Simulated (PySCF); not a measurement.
SMILES [SiH3]O[SiH2]O, PBE0/def2-SVP optimised geometry.

```
10

O      2.42     0.03    -1.47
Si     1.80    -0.42     0.00
O      0.15    -0.42     0.00
Si    -1.22     0.52     0.00
H      2.30    -0.58    -2.20
H      2.21    -1.81     0.35
H      2.31     0.58     0.97
H     -0.97     1.81     0.71
H     -1.65     0.80    -1.40
H     -2.31    -0.22     0.70
```

Density from PBE0/def2-TZVP run with PySCF at that geometry.

Minimum of the electron density along straight lines between bonded atoms, close to the bond critical point (lines longer than 1.1 times the sum of covalent radii, or with two minima, are not listed):

```json
[
 {"bond": "O1–Si2", "length / Å": "1.657", "ρ at the minimum / e bohr⁻³": "0.136", "∇²ρ there / e bohr⁻⁵": "0.79", "position (fraction from the first atom)": "0.59"},
 {"bond": "Si2–O3", "length / Å": "1.655", "ρ at the minimum / e bohr⁻³": "0.131", "∇²ρ there / e bohr⁻⁵": "0.80", "position (fraction from the first atom)": "0.41"},
 {"bond": "O3–Si4", "length / Å": "1.659", "ρ at the minimum / e bohr⁻³": "0.129", "∇²ρ there / e bohr⁻⁵": "0.78", "position (fraction from the first atom)": "0.59"},
 {"bond": "O1–H5", "length / Å": "0.962", "ρ at the minimum / e bohr⁻³": "0.355", "∇²ρ there / e bohr⁻⁵": "-2.42", "position (fraction from the first atom)": "0.81"},
 {"bond": "Si2–H6", "length / Å": "1.489", "ρ at the minimum / e bohr⁻³": "0.124", "∇²ρ there / e bohr⁻⁵": "0.13", "position (fraction from the first atom)": "0.49"},
 {"bond": "Si2–H7", "length / Å": "1.486", "ρ at the minimum / e bohr⁻³": "0.125", "∇²ρ there / e bohr⁻⁵": "0.13", "position (fraction from the first atom)": "0.49"},
 {"bond": "Si4–H8", "length / Å": "1.495", "ρ at the minimum / e bohr⁻³": "0.121", "∇²ρ there / e bohr⁻⁵": "0.15", "position (fraction from the first atom)": "0.49"},
 {"bond": "Si4–H9", "length / Å": "1.493", "ρ at the minimum / e bohr⁻³": "0.122", "∇²ρ there / e bohr⁻⁵": "0.14", "position (fraction from the first atom)": "0.49"},
 {"bond": "Si4–H10", "length / Å": "1.490", "ρ at the minimum / e bohr⁻³": "0.122", "∇²ρ there / e bohr⁻⁵": "0.14", "position (fraction from the first atom)": "0.49"}
]
```
